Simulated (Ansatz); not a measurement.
Start from `N[SiH2][SiH2]N` and change one atom or group to get `N[SiH2][SiH2][SeH]`.

Ansatz, PBE0-D4/def2-TZVP geometries, multiplicity 1. Each molecule was computed in one conformer, which needn't be the lowest.

Scalar relativity is left out up to krypton.

```
                                        property  `N[SiH2][SiH2]N`
           HOMO–LUMO gap (B3LYP/def2-TZVPP) / eV              6.48
              LUMO energy (PBE0/def2-TZVPP) / eV             -0.28
         HOMO–LUMO gap (ωB97M-V/def2-TZVPP) / eV             10.73
               HOMO energy (PBE/def2-TZVPP) / eV             -5.86
size of the dipole moment (B3LYP/def2-TZVPP) / D              1.64
             LUMO energy (B3LYP/def2-TZVPP) / eV             -0.49
```

Q: What does the change do to each property? (Estimate.)

A: Ansatz gave: 
```tsv
property	`N[SiH2][SiH2][SeH]`	shift
HOMO–LUMO gap (B3LYP/def2-TZVPP) / eV	5.91	-0.57
LUMO energy (PBE0/def2-TZVPP) / eV	-0.58	-0.30
HOMO–LUMO gap (ωB97M-V/def2-TZVPP) / eV	10.11	-0.62
HOMO energy (PBE/def2-TZVPP) / eV	-5.76	0.10
size of the dipole moment (B3LYP/def2-TZVPP) / D	1.33	-0.31
LUMO energy (B3LYP/def2-TZVPP) / eV	-0.76	-0.27
```

With PBE0 the HOMO rises by 0.30 eV and the LUMO falls by 0.30 eV, so the gap narrows by about 0.60 eV. PBE moves the HOMO by 0.10 eV and ωB97M-V by 0.43 eV. Dipoles are sizes alone; their direction can turn.

B3LYP here is the variant with VWN-RPA as its local correlation; programs differ in this.

Spin–orbit coupling is left out; it splits and shifts lone-pair levels of the heavy atoms by tenths of an eV.
